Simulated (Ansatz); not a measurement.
`CC([SeH])[TeH]` + PH₃ → `P[TeH]` + `CC[SeH]`  (ligand exchange at a Te–C bond)

Calculated with Ansatz (gas phase, PBE0-D4/def2-TZVP geometries, no zero-point term in ΔE). CBS: MP2 limit from def2 TZ/QZ plus the TZ coupled-cluster correction, frozen cores. This one scheme is used for every species. DFT in def2-TZVPP. B3LYP here is the variant with VWN-RPA as its local correlation; programs differ in this. Elements past krypton have def2 core potentials. For Se, Te outer-core shells are correlated without core-valence functions, which leaves a few kJ/mol of doubt a bond. Scalar relativity is left out up to krypton. One conformer a species, not always the lowest.

```json
{"level": "PBE-D4", "ΔE (kJ/mol)": "-72.7", "difference from CCSD(T)/CBS": "-9.1"}
{"level": "B97M-V", "ΔE (kJ/mol)": "-72.0", "difference from CCSD(T)/CBS": "-8.4"}
{"level": "ωB97M-V", "ΔE (kJ/mol)": "-69.9", "difference from CCSD(T)/CBS": "-6.3"}
{"level": "PBE-QIDH", "ΔE (kJ/mol)": "-71.7", "difference from CCSD(T)/CBS": "-8.1"}
{"level": "revPBE", "ΔE (kJ/mol)": "-82.1", "difference from CCSD(T)/CBS": "-18.5"}
{"level": "BLYP", "ΔE (kJ/mol)": "-80.1", "difference from CCSD(T)/CBS": "-16.5"}
{"level": "B3LYP", "ΔE (kJ/mol)": "-81.2", "difference from CCSD(T)/CBS": "-17.6"}
{"level": "MP2/def2-TZVPP", "ΔE (kJ/mol)": "-56.8", "difference from CCSD(T)/CBS": "6.8"}
{"level": "MP2/def2-QZVPP", "ΔE (kJ/mol)": "-58.5", "difference from CCSD(T)/CBS": "5.1"}
{"level": "HF/CBS(def2)", "ΔE (kJ/mol)": "-87.1", "difference from CCSD(T)/CBS": "-23.5"}
{"level": "CCSD(T)/CBS", "ΔE (kJ/mol)": "-63.6", "difference from CCSD(T)/CBS": "0"}
```

Largest T1 diagnostic among the species: 0.013.

The D4 term adds +9.2 kJ/mol with B3LYP and +5.0 kJ/mol with PBE0; it sums over pairs of atoms, weighted by their polarisabilities, and B3LYP, whose exchange is more repulsive, gets the larger term. In def2-TZVPP, CCSD(T) changes the Hartree–Fock value by +25.8 kJ/mol (the triples alone add +3.6 kJ/mol) and MP2 by +29.9 kJ/mol. From r2SCAN to r2SCAN0 (25 % exact exchange), in def2-TZVPP and without D4, ΔE moves by −3.0 kJ/mol.
